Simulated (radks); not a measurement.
All-electron atom: Sc V in [Ne] 3p5 4s2 (not the ground configuration).

All-electron calculation, Dirac Kohn-Sham, OLYP, spin-unpolarised, spherical densities, finite nucleus; open shells are shared between the two j in proportion to 2j + 1; Fermi nuclear charge, rms radius 3.5459 fm. Program: a radial shooting solver on a logarithmic mesh with Libxc functionals.

Energy parts (hartree):
part                       energy
total                  -754.47658
kinetic                 761.22817
electron-nucleus      -1748.93706
Hartree                 269.87790
exchange-correlation    -36.64558

Orbitals (lengths in bohr, moments of r in powers of bohr):
orbital,occ.,eigenvalue (hartree),<r^4>,small-component weight
1s1/2,2,-164.6703,0.0001326,5.64e-03
2s1/2,2,-20.47173,0.03366,9.73e-04
2p1/2,2,-17.43644,0.02695,9.50e-04
2p3/2,4,-17.26460,0.02772,9.41e-04
3p1/2,1.66667,-3.68244,2.416,2.09e-04
3p3/2,3.33333,-3.65814,2.464,2.07e-04
4s1/2,2,-1.54321,51.67,6.77e-05

The highest occupied level is 4s1/2 at -41.993 eV. Summed over all electrons, <r^2> = 19.21 bohr^2, which gives a Langevin (diamagnetic) susceptibility term of -15.2 x 10^-6 cm^3/mol.
